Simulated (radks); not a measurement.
Initial-state core-level shifts of neutral chromium when its valence configuration changes from [Ar] 3d5 4s1. Method: scalar-relativistic Kohn-Sham, PBE, spin-polarised, spherical densities, point nucleus; open shells are filled with parallel spins first; computed with a radial shooting solver on a logarithmic mesh with Libxc functionals. Shifts are changes of the shell-averaged eigenvalues in eV (positive: less bound).

valence               1s       2p       3s       3p
3d4 4s2           -4.504   -5.002   -4.620   -4.475
3d3 4s1 4p2      -12.845  -14.151  -12.727  -12.330
3d5 4p1           -1.411   -1.286   -1.410   -1.427
3d4 4s1 4p1       -5.726   -6.224   -5.817   -5.659
3d2 4s1 4p3      -21.106  -23.494  -20.340  -19.655
3d5 4s0.5 4p0.5   -0.733   -0.669   -0.731   -0.741
3d2 4s2 4p2      -20.385  -22.751  -19.620  -18.948
3d1 4s1 4p4      -30.998  -34.668  -29.002  -28.010
3d6               +0.486   +0.815   +0.648   +0.571
